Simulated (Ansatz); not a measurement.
B$_{2}$FH$_{4}$NSi, SMILES `NB1[SiH2]B1F` at its PBE0-D4/def2-TZVP geometry, where that method's forces vanish. Charge 0, multiplicity 1.

```json
{"atom": "N1", "x (Å)": "-0.658", "y (Å)": "1.553", "z (Å)": "-0.572"}
{"atom": "B2", "x (Å)": "-0.118", "y (Å)": "0.298", "z (Å)": "-0.650"}
{"atom": "Si3", "x (Å)": "0.297", "y (Å)": "-1.059", "z (Å)": "1.051"}
{"atom": "B4", "x (Å)": "0.871", "y (Å)": "-0.940", "z (Å)": "-0.793"}
{"atom": "F5", "x (Å)": "1.089", "y (Å)": "-1.890", "z (Å)": "-1.702"}
{"atom": "H6", "x (Å)": "-0.272", "y (Å)": "2.337", "z (Å)": "-1.074"}
{"atom": "H7", "x (Å)": "-1.462", "y (Å)": "1.784", "z (Å)": "-0.012"}
{"atom": "H8", "x (Å)": "-0.225", "y (Å)": "-2.217", "z (Å)": "1.832"}
{"atom": "H9", "x (Å)": "0.479", "y (Å)": "0.133", "z (Å)": "1.920"}
```

Problem. For each bond, give half the difference of the two atoms' forces along it (eV/Å; positive pushes the atoms apart) under PBE-D4, r2SCAN-D4, B3LYP-D4, ωB97M-V in def2-TZVPP. (Estimate.)

Solution. Computed: 
| bond | length (Å) | PBE-D4 | r2SCAN-D4 | B3LYP-D4 | ωB97M-V |
| --- | --- | --- | --- | --- | --- |
| N1–B2 | 1.368 | 0.17 | 0.13 | 0.07 | 0.15 |
| N1–H6 | 1.009 | 0.19 | -0.01 | -0.01 | -0.08 |
| N1–H7 | 1.007 | 0.17 | -0.03 | 0.00 | -0.08 |
| B2–Si3 | 2.215 | -0.08 | -0.01 | 0.13 | 0.05 |
| B2–B4 | 1.591 | -0.31 | -0.15 | -0.20 | -0.19 |
| Si3–B4 | 1.935 | -0.05 | 0.03 | 0.02 | -0.13 |
| Si3–H8 | 1.491 | 0.09 | -0.02 | -0.12 | -0.13 |
| Si3–H9 | 1.486 | 0.09 | -0.02 | -0.09 | -0.09 |
| B4–F5 | 1.333 | 0.44 | 0.13 | 0.26 | 0.34 |

B3LYP here is the variant with VWN-RPA as its local correlation; programs differ in this.
